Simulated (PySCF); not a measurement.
Job for PySCF: R-B3LYP/3-21G on NH3 (SMILES N).

```python
from pyscf import gto, scf, dft, mp
from pyscf.data.elements import chemcore

mol = gto.M(
    atom='''
    N     0.08141715   -0.08459136    0.02662002
    H     0.71660553    0.69713029   -0.08731696
    H     0.50144824   -0.88624045   -0.42973354
    H    -0.76990162    0.13822243   -0.47619660
    ''',
    basis='3-21g',
    charge=0, spin=0, verbose=3, max_memory=1800)
mf = dft.RKS(mol, xc='b3lyp')
mf.conv_tol = 1e-8
mf.max_cycle = 100
mf.kernel()
if not mf.converged:
    mf = mf.newton().run(mf.mo_coeff, mf.mo_occ)
```

### Question
Give the final energy of this run.

### Answer
-56.2283 hartree.
